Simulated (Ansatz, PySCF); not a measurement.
Dimer: H2 (SMILES [H][H]) (first 2 atoms) with CH2O2 (SMILES O=CO); geometry from B3LYP-D3(BJ)/def2-TZVP, rigid monomers moved along the line of their centres of mass till H2···H7 is 2.01 Å.
(charge 0, multiplicity 1):
```xyz
7

H      0.01501     0.41293    -0.44022
H     -0.07755    -0.19628    -0.01959
O     -0.14414    -1.16309     2.49296
C      0.06469    -0.15674     3.10809
O      0.26081     1.05522     2.56568
H      0.12468    -0.08717     4.20172
H      0.20202     0.96130     1.59949
```

Quantity: the interaction energy.

Interaction energies are E(AB) − E(A) − E(B) at the monomers' geometry in the complex; basis-set methods are counterpoise corrected.

Correlated levels freeze the cores. CBS(a, b) extrapolates the correlation energy as X⁻³ and adds the Hartree–Fock energy of set b.

The values were computed with Ansatz (a quantum-chemistry and plane-wave program); PySCF for the dispersion terms. Values without a source in brackets are computed.

Costs are ratios of core time to PBE/def2-TZVPPD (roughly 2.0 s), for whole runs (searches for the state included, and forces where a run took them) on one shared machine, so rough; each difference counts from -40.1 meV (CCSD(T)/CBS(aug-cc-pVDZ, aug-cc-pVTZ), a level with limits of its own).

A star marks coupled-cluster runs past 200 virtual orbitals, where the program's memory plan changes under this machine's limit, so their costs aren't comparable with smaller runs.

| level | basis functions | cost | difference (meV) |
|---|---|---|---|
| PBE/def2-TZVPPD | 185 | ×1 | 8.0 |
| PBE-D3(BJ)/def2-TZVPPD | 185 | ×1 | -12.2 |
| PBE0/def2-TZVPPD | 185 | ×1 | 7.8 |
| PBE0-D3(BJ)/def2-TZVPPD | 185 | ×1 | -9.8 |
| B3LYP/def2-TZVPPD | 185 | ×1 | 32.3 |
| B3LYP-D3(BJ)/def2-TZVPPD | 185 | ×1 | 1.4 |
| r2SCAN/def2-TZVPPD | 185 | ×2 | 12.3 |
| r2SCAN-D3(BJ)/def2-TZVPPD | 185 | ×2 | 5.6 |
| wB97X-V/def2-TZVPPD | 185 | ×4 | 1.1 |
| wB97M-V/def2-TZVPPD | 185 | ×4 | 4.7 |
| CCSD(T)/aug-cc-pVDZ | 105 | ×5 | 21.0 |
| CCSD(T)/aug-cc-pVTZ | 230 | ×300* | 6.4 |

With a budget of 100 times the cost of PBE/def2-TZVPPD, the closest level: wB97X-V/def2-TZVPPD, at 1.1 meV; next is B3LYP-D3(BJ)/def2-TZVPPD at 1.4 meV.

With a budget of 10 times the cost of PBE/def2-TZVPPD, the closest level: wB97X-V/def2-TZVPPD, at 1.1 meV; next is B3LYP-D3(BJ)/def2-TZVPPD at 1.4 meV.
